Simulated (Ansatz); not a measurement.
Sr2S3. The state is a singlet with charge 0. Geometry B3LYP-D4/def2-SVP.

```xyz
5

Sr    0.4584    1.1414   -1.3633
Sr   -0.7997   -1.4626    0.7701
S    -1.0719   -1.0109   -1.8657
S    -0.2004    1.2654    1.4259
S     1.6136    0.0667    1.0330
```

In the def2 sets Sr takes a core potential, while STO-3G treats all electrons; there is no spin–orbit coupling. The structure comes from a short search, and lower isomers may exist.

**Question.** Estimate the orbital energies around the gap (eV) in Ansatz with HF/STO-3G, PBE-D4/def2-TZVP, BLYP-D4/def2-TZVP, PBE0-D4/def2-TZVP, PBE0-D4/def2-TZVPD.

**Answer.** 
| orbital | HF/STO-3G | PBE-D4/def2-TZVP | BLYP-D4/def2-TZVP | PBE0-D4/def2-TZVP | PBE0-D4/def2-TZVPD |
| --- | --- | --- | --- | --- | --- |
| HOMO−9 | -16.81 | -13.74 | -13.56 | -15.67 | -15.68 |
| HOMO−8 | -15.84 | -13.58 | -13.45 | -15.52 | -15.52 |
| HOMO−7 | -6.00 | -7.47 | -7.23 | -8.49 | -8.50 |
| HOMO−6 | -5.86 | -6.64 | -6.42 | -7.88 | -7.89 |
| HOMO−5 | -4.78 | -6.50 | -6.27 | -7.74 | -7.74 |
| HOMO−4 | -2.90 | -4.62 | -4.46 | -5.60 | -5.60 |
| HOMO−3 | -2.88 | -4.57 | -4.38 | -5.59 | -5.59 |
| HOMO−2 | -2.44 | -4.53 | -4.35 | -5.57 | -5.58 |
| HOMO−1 | -2.30 | -4.50 | -4.33 | -5.44 | -5.44 |
| HOMO | -2.07 | -4.09 | -3.92 | -5.01 | -5.01 |
| LUMO | 5.38 | -1.99 | -2.02 | -1.46 | -1.45 |
| LUMO+1 | 6.47 | -1.76 | -1.80 | -1.23 | -1.23 |
| LUMO+2 | 11.27 | -1.53 | -1.42 | -0.69 | -0.72 |
| LUMO+3 | 11.46 | -0.68 | -0.61 | 0.04 | 0.03 |
| LUMO+4 | 11.79 | -0.51 | -0.50 | 0.04 | 0.05 |
| LUMO+5 | 13.17 | -0.50 | -0.49 | 0.08 | 0.05 |
